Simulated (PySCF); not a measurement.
thiourea (CH4N2S), SMILES NC(N)=S. Coordinates come from a PBE-D3(BJ)/def2-SVP optimisation. The values are those of a single conformer.

Method: PBE-D3(BJ)/def2-SVP in PySCF 2.14.0.

Harmonic wavenumbers (cm⁻¹): 328, 370, 392, 442, 490, 571, 620, 765, 1016, 1038, 1375, 1405, 1548, 1558, 3464, 3473, 3611, 3612. Rotational constants (GHz): 10.38, 5.063, 3.416; symmetry number 2.

Problem. Work out the zero-point energy and the ideal-gas rigid-rotor harmonic-oscillator thermochemistry at 298.15 K and 1 atm.

Solution. ZPE = ½ Σ hcν = ½ × 26076 cm⁻¹ = 37.28 kcal/mol. H − E(el) = 40.94 kcal/mol. Entropy in cal/(mol K): translation 38.90, rotation 23.62, vibration 6.23, total 68.75. G − E(el) = 20.44 kcal/mol. Cp = 19.08 cal/(mol K).
